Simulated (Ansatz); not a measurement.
A run for Ansatz (a quantum-chemistry and plane-wave program): U-CCSD(T)/def2-SVP on H3OSb (SMILES [OH][SbH2]), a point of a bond scan (R = 0.770 Å). Elements past Kr take the def2 small-core potentials; no spin–orbit coupling. The run froze 10 orbitals, filled d shells among them.

Ansatz 0.2 input:
```yaml
crystal:
  periodic: [false, false, false]
  atoms:
    - {symbol: Sb, position_ang: [-0.13991851, -0.18850357, 0.17284294]}
    - {symbol: H, position_ang: [-1.57925916, -0.00123820, -0.74909475]}
    - {symbol: H, position_ang: [0.34632779, -1.50101127, -0.82596986]}
    - {symbol: O, position_ang: [0.87678159, 1.17036346, -0.87102850]}
    - {symbol: H, position_ang: [1.25897442, 1.63649172, -0.39156371]}
basis:
  gaussian:
    orbitals: def2-SVP
correlation: {method: ccsd_t, electrons: outside_noble_gas}
scf: {omitted_lower_state_checks: [cluster_reference]}
magnetization: {spin_polarized: true, initial_magnetization: 0}
```

It printed:

```
WARN ansatz: RAYON_NUM_THREADS=1 ignored (pool sized by the plan → 1); use --threads N
Functional definition: HF
these checks for a lower state are left out or cut short: cluster_reference
integrals: 0.04 GiB planned
613 factors; integrals over basis functions are off by at most 1.1e-3 eV
mean field: 0.13 GiB planned
mean field evaluation 1: about -8588.6335 eV, gradient 2.6e1 eV
mean field evaluation 2: about -8588.6428 eV, gradient 2.6e1 eV
mean field evaluation 4: about -8591.2512 eV, gradient 1.3e0 eV
mean field evaluation 8: about -8591.2705 eV, gradient 1.5e-3 eV
mean field -8591.27052244 eV, -315.7233683273 hartree, gradient 5.4e-6 eV, S^2 0.000000; 0 other end points of the search recorded, 0 dependent functions left out
10 core orbitals not correlated
reference -8591.27052244 eV, -315.7233683273 hartree; 7, 7 occupied and 38, 38 virtual orbitals, 613 factors
second order -7.77596009 eV of doubles, -0.00000000 eV of singles
coupled cluster: 0.13 GiB planned
cycle   1  -8.16054249 eV  change   -3.8e-1 eV  update   7.8e-2
cycle   2  -8.40368808 eV  change   -2.4e-1 eV  update   2.7e-2
cycle   3  -8.48118129 eV  change   -7.7e-2 eV  update   1.5e-2
cycle   4  -8.47948206 eV  change    1.7e-3 eV  update   3.8e-3
cycle   5  -8.47861136 eV  change    8.7e-4 eV  update   1.6e-3
cycle   6  -8.47870277 eV  change   -9.1e-5 eV  update   4.9e-4
cycle   7  -8.47853539 eV  change    1.7e-4 eV  update   1.6e-4
cycle   8  -8.47853791 eV  change   -2.5e-6 eV  update   5.6e-5
cycle   9  -8.47855151 eV  change   -1.4e-5 eV  update   1.9e-5
cycle  10  -8.47854743 eV  change    4.1e-6 eV  update   7.2e-6
perturbative correction -0.18249613 eV, -0.0067066089 hartree
Total energy: -8599.93156600 eV, -316.0416558074 hartree
Checks for a lower state left out: cluster_reference
```

The calculation finished and met its thresholds.

Cost: very roughly 1.7 core-seconds.
